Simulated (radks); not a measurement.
Values are calculated unless marked as measured or tabulated.
Question: The mean radii <r> (bohr) of the occupied orbitals of an atom or ion are listed with their occupations. Code: a radial shooting solver on a logarithmic mesh with Libxc functionals. Model: Dirac Kohn-Sham, Slater X-alpha with alpha = 0.667, spin-unpolarised, spherical densities, finite nucleus; Fermi nuclear charge, rms radius of each element as measured or else 0.836 A^(1/3) + 0.57 fm.

| orbital | occ. | <r> |
|---|---|---|
| 1s1/2 | 2 | 0.02113 |
| 2s1/2 | 2 | 0.08929 |
| 2p1/2 | 2 | 0.07440 |
| 2p3/2 | 4 | 0.08146 |
| 3s1/2 | 2 | 0.2344 |
| 3p1/2 | 2 | 0.2240 |
| 3p3/2 | 4 | 0.2373 |
| 3d3/2 | 4 | 0.2097 |
| 3d5/2 | 6 | 0.2139 |
| 4s1/2 | 2 | 0.5303 |
| 4p1/2 | 2 | 0.5406 |
| 4p3/2 | 4 | 0.5715 |
| 4d3/2 | 4 | 0.6040 |
| 4d5/2 | 6 | 0.6151 |
| 5s1/2 | 2 | 1.303 |
| 5p1/2 | 2 | 1.474 |
| 5p3/2 | 4 | 1.584 |
| 4f5/2 | 6 | 0.8709 |
| 6s1/2 | 1 | 3.751 |
| 4f7/2 | 4 | 0.8927 |

Name the element and its charge. Open shells, if any, fill j = l - 1/2 first.

Answer: Z = 66, dysprosium, charge +1: Dy+ in [Xe] 4f10 6s1. The 1s radius gives Z: for a bare nucleus <r> = (2 gamma + 1)/(2Z) with gamma = sqrt(1 - (Z/c)^2), 0.02085 bohr for Z = 66, and screening makes it slightly larger (0.02113 here). The occupations add up to 65, and the charge is Z minus that.
